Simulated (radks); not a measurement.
Problem. Radial electron density D(r) = 4 pi r^2 rho(r) of an atom or ion with 23 electrons. All-electron calculation, scalar-relativistic Kohn-Sham, PBEsol, spin-polarised, spherical densities, finite nucleus; Fermi nuclear charge, rms radius of each element as measured or else 0.836 A^(1/3) + 0.57 fm. Program: a radial shooting solver on a logarithmic mesh with Libxc functionals.

```
   r/bohr * D(r) (the largest magnitude, 29.6, reaches the edge; | marks zero)
 0.004293 |  *
 0.004919 |   *
 0.005635 |    *
 0.006456 |     *
 0.007397 |       *
 0.008475 |         *
 0.009709 |           *
  0.01112 |              *
  0.01274 |                 *
   0.0146 |                     *
  0.01673 |                         *
  0.01932 |                             *
  0.02213 |                                  *
  0.02536 |                                      *
  0.02905 |                                          *
  0.03328 |                                              *
  0.03813 |                                                 *
  0.04369 |                                                  *
  0.05005 |                                                  *
  0.05734 |                                                *
   0.0657 |                                             *
  0.07527 |                                          *
  0.08624 |                                       *
   0.0988 |                                      *
   0.1132 |                                      *
   0.1297 |                                         *
   0.1486 |                                             *
   0.1702 |                                                  *
    0.195 |                                                     *
   0.2234 |                                                      *
    0.256 |                                                   *
   0.2933 |                                            *
    0.336 |                                   *
   0.3849 |                          *
    0.441 |                   *
   0.5053 |                *
   0.5789 |                *
   0.6632 |                   *
   0.7598 |                    *
   0.8705 |                     *
   0.9973 |                  *
    1.143 |               *
    1.309 |          *
    1.512 |       *
    1.732 |    *
    1.984 |  *
    2.274 |  *
    2.605 | *
    2.984 | *
    3.419 |*
    3.917 |*
    4.488 |*
    5.141 *
     5.89 *
    6.749 *
    7.732 *
    8.858 *
    10.15 *
    11.63 *
```

What is the nuclear charge?

Solution. Z = 23. The innermost maximum, from 1s, lies near gamma/Z bohr with gamma = sqrt(1 - (Z/c)^2) = 0.986, here 0.0429 bohr (found: 0.0458), and its height grows with Z. The density is that of neutral vanadium in [Ar] 3d3 4s2; the configuration itself is not fixed sharply by these data, and Z only to about a unit. D(r) has 3 maxima, at r = 0.0458, 0.215, 0.817 bohr, and minima at 0.104, 0.530 bohr, inside which lie 2.14, 10.48 electrons.
